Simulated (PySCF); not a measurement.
**Correlation energy of N (nitrogen, neutral)**

[He] 2s2 2p3, high-spin 4S determinant. Computed with PySCF 2.14 in ANO-RCC-VTZP, with scalar relativity by spin-free X2C-1e. Frozen: nothing; 7 electrons correlated.

```tsv
level	correlation energy (mhartree)
CCSD	-120.16
(T)	-2.58
CCSD(T)	-122.74
CCSDT	-123.13
```

Diagnostics: T1 = 0.0053, D1 = 0.0133, largest double amplitude 0.038.

Q: Is a single reference adequate?

A: Yes: T1 lies below 0.03 and no double amplitude reaches 0.07.
